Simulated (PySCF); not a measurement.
Compound: C₂H₁₄N₄Si₃.
SMILES with atom numbers: `[CH3:1][N:2]([CH3:3])[SiH:4]1[NH:5][SiH2:6][NH:7][SiH2:8][NH:9]1` (hydrogens: H10, H11, H12 on C1; H13, H14, H15 on C3; H16 on Si4; H17 on N5; H18, H19 on Si6; H20 on N7; H21, H22 on Si8; H23 on N9)

Method used: PBE0-D3(BJ)/def2-SVP geometry optimisation, gas phase (PySCF 2.14.0).

Q: What internal coordinates does the optimisation give?

A: 
```
                   bond  length (pm)   order
           C1–N2, N2–C3        143.9  single
                 N2–Si4        172.7  single
                 Si4–N5        173.3  single
         N5–Si6, Si8–N9        174.3  single
         Si6–N7, N7–Si8        173.9  single
                 Si4–N9        175.0  single
C1–H10 and 5 like bonds        110.6  single
                Si4–H16        149.4  single
         N5–H17, N9–H23        101.6  single
       Si6–H18, Si8–H22        149.7  single
       Si6–H19, Si8–H21        149.6  single
                 N7–H20        101.4  single
```

Bonds in one row agree within 1 pm and their mean is given. Orders are formal, as drawn. A selection of angles:
```
     angle  degrees
  C1–N2–C3    115.0
 C1–N2–Si4    120.7
 C3–N2–Si4    124.2
 N2–Si4–N5    114.0
 N2–Si4–N9    110.4
 N5–Si4–N9    102.2
Si4–N5–Si6    122.4
 N5–Si6–N7    110.3
Si6–N7–Si8    119.9
 N7–Si8–N9    104.4
Si4–N9–Si8    131.0
H17–N5–Si4    119.0
H17–N5–Si6    118.7
H20–N7–Si6    117.6
H20–N7–Si8    118.9
```

Torsions: C1–N2–Si4–N5 -47° (synclinal); N2–Si4–N5–Si6 111° (anticlinal); Si4–N5–Si6–N7 47° (synclinal); N5–Si6–N7–Si8 -47° (synclinal); Si6–N7–Si8–N9 10° (synperiplanar); N7–Si8–N9–Si4 41° (synclinal); N2–Si4–N9–Si8 -164° (antiperiplanar). The mirror-image conformer, all signs reversed, is as good.

Si4 (SiH silicon) is distorted tetrahedral (angles from 102.2° to 114.3°). N2 (silicon-bound nitrogen) is planar (angles 124.2°, 120.7° and 115.0°, sum 359.8°, 0.03 Å off the plane of its three neighbours). Of the pairs four or more bonds apart, H15···H16 is among the closest relative to their van der Waals radii: 2.39 Å, 100 % of the sum of Bondi's values. Si6 (SiH2 silicon) is tetrahedral (angles from 108.5° to 110.7°). The 6-membered ring Si4–N5–Si6–N7–Si8–N9 has internal angles of 102.2° to 131.0° (sum 690°, against 720° for a flat polygon); it is puckered, 0.26 Å rms from its mean plane, widest ring torsion 47°. N7 (nitrogen bridging silicon atoms) is almost planar (angles 119.9°, 118.9° and 117.6°, sum 356.4°, 0.16 Å off the plane of its three neighbours). The N–Si distances run from 1.727 Å (N2–Si4, drawn single) to 1.750 Å (Si4–N9, drawn single), a spread of 0.023 Å.

Point group: C1 (no symmetry element, even within 0.4 Å). PBE0-D3(BJ)/def2-SVP frequencies: not computed here. The numbers are those of one conformer.
